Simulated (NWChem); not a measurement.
System: AlNH$_{4}$O$_{2}$; SMILES [OH][Al]([NH2])[OH]

The following NWChem deck was run.

```
start job
memory heap 200 mb stack 900 mb global 1100 mb
geometry units angstroms noautoz
  Al    -0.066689     0.002210    -0.000598
  O      0.590728    -1.567513     0.000012
  H      1.516942    -1.806411     0.000690
  O     -1.757854     0.175359     0.000038
  H     -2.359256    -0.569900     0.001719
  N      0.902570     1.476429    -0.001476
  H      0.496932     2.404953    -0.002216
  H      1.912595     1.537439    -0.004000
end
basis spherical
  * library def2-svp
end
dft
  xc xcamb88 1.00 lyp 0.81 vwn_5 0.19 hfexch 1.00
  cam 0.33 cam_alpha 0.19 cam_beta 0.46
  iterations 150
  vectors input atomic output neutral.movecs
end
task dft energy
charge 1
dft
  odft
  mult 2
  vectors input atomic output cation.movecs
end
task dft energy
```

Structure relaxed at the PBE0/def2-SVP level.

Ions are spin-unrestricted doublets at the neutral geometry; other ion states weren't tried.

Predict the main results of this run. (CAM-B3LYP/def2-SVP, vertical spin-unrestricted ions.) Quantities: vertical ionisation energy, ΔSCF (eV); −ε(HOMO) (eV).

vertical ionisation energy, ΔSCF (eV): 9.73
−ε(HOMO) (eV): 8.42
